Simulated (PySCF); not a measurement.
The numbers are results of PySCF with PBE-D3(BJ)/def2-TZVP // B3LYP-D3(BJ)/def2-TZVP, not measurements. All species are isolated molecules in the gas phase. One relaxed conformer stands for a flexible species; it need not be the lowest. Delta-SCF ions had no search for a lower state. Excitations are Tamm–Dancoff values on a coarser integration grid. The basis has no diffuse functions, so Rydberg states are missing or too high.

Reference species (SMILES): `OC1BB1` (neutral, multiplicity 1).

The T1 excitation (TDA) is 3.47 eV and the vertical ionisation energy (Delta-SCF) is 9.19 eV. The HOMO is -5.96 eV and the HOMO–LUMO gap is 4.23 eV.

Changed species: `B1(B)OC1`.

Q: Give the shifts of the T1 excitation (TDA), vertical ionisation energy (Delta-SCF), HOMO and HOMO–LUMO gap.

A: the T1 excitation (TDA) decreases by 0.26 eV, to 3.21 eV; the vertical ionisation energy (Delta-SCF) rises by 0.98 eV, to 10.17 eV; the HOMO decreases by 0.78 eV, to -6.74 eV; the HOMO–LUMO gap drops by 0.66 eV, to 3.57 eV.
